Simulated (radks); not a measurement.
Question: P2+, configuration [Ne] 3s2 3p1. Calculated with a radial shooting solver on a logarithmic mesh with Libxc functionals: Dirac Kohn-Sham, PBE, spin-unpolarised, spherical densities, finite nucleus; open shells fill j = l - 1/2 first; Fermi nuclear charge, rms radius 3.1889 fm.

Spin-orbit splittings of the eigenvalues, e(l+1/2) - e(l-1/2), with zeta = 2 splitting/(2l+1) and mean radii in bohr:

| shell | occ. | splitting (eV) | zeta (eV) | <r> j=l-1/2 | <r> j=l+1/2 |
|---|---|---|---|---|---|
| 2p | 6 | 0.9204 | 0.6136 | 0.4827 | 0.4849 |
| 3p | 1 | ? | ? | 1.968 | 1.973 |

Estimate the 3p splitting.

Answer: 0.07911 eV (zeta = 0.05274 eV).
